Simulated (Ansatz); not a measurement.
C7H5N, charge +1, doublet (typed; the unrestricted solution is spin-contaminated), at a GFN2-xTB geometry (a state made from the parent by changing its charge; the spin is typed, not shown lowest); MP2/def2-SVP in Ansatz (a quantum-chemistry and plane-wave program).

The Ansatz input:
Ansatz 0.2 input:
```yaml
crystal:
  periodic: [false, false, false]
  atoms:
    - {symbol: N, position_ang: [3.09447207, 0.54569994, 0.08552880]}
    - {symbol: C, position_ang: [1.97027113, 0.34405098, 0.09827211]}
    - {symbol: C, position_ang: [0.58290560, 0.10911407, -0.06534538]}
    - {symbol: C, position_ang: [-0.29752988, 1.20037873, 0.01070762]}
    - {symbol: C, position_ang: [-1.64940850, 0.93943794, 0.12467921]}
    - {symbol: C, position_ang: [-2.09840019, -0.37517664, 0.00812351]}
    - {symbol: C, position_ang: [-1.22169602, -1.45682642, -0.06125818]}
    - {symbol: C, position_ang: [0.13389680, -1.21669448, -0.17684443]}
    - {symbol: H, position_ang: [0.07376209, 2.21515404, 0.03562928]}
    - {symbol: H, position_ang: [-2.34191656, 1.75993276, 0.25167831]}
    - {symbol: H, position_ang: [-3.15939126, -0.55266667, -0.14507906]}
    - {symbol: H, position_ang: [-1.58608738, -2.47460941, -0.07689969]}
    - {symbol: H, position_ang: [0.83209500, -2.03341530, -0.29403714]}
basis:
  gaussian:
    orbitals: def2-SVP
total_charge: 1
magnetization: {spin_polarized: true, initial_magnetization: 1}
correlation: {method: mp2, electrons: outside_noble_gas}
accuracy: high
```

What the program printed (banner, timings and long lists left out):

```
Functional definition: HF
3342 factors; integrals over basis functions are off by at most 9.5e-9 eV
mean field evaluation 1: about -8753.7696 eV, gradient 2.7e1 eV
mean field evaluation 2: about -8753.7810 eV, gradient 2.7e1 eV
mean field evaluation 4: about -8758.3151 eV, gradient 5.8e0 eV
mean field evaluation 8: about -8758.6338 eV, gradient 5.3e-1 eV
mean field evaluation 16: about -8758.6677 eV, gradient 1.2e-2 eV
mean field evaluation 32: about -8758.5856 eV, gradient 1.8e0 eV
mean field evaluation 64: about -8758.3288 eV, gradient 1.7e-4 eV
mean field evaluation 96: about -8758.4978 eV, gradient 1.4e0 eV
mean field evaluation 128: about -8758.5613 eV, gradient 2.0e0 eV
mean field -8758.66834080 eV, -321.8751246859 hartree, gradient 2.0e-8 eV, S^2 0.970543; 12 other end points of the search recorded, 0 dependent functions left out
8 core orbitals not correlated
reference -8758.66834080 eV, -321.8751246859 hartree; 19, 18 occupied and 110, 111 virtual orbitals, 3342 factors
second order -26.82621814 eV of doubles, -0.00000000 eV of singles
Total energy: -8785.49455894 eV, -322.8609700189 hartree
```
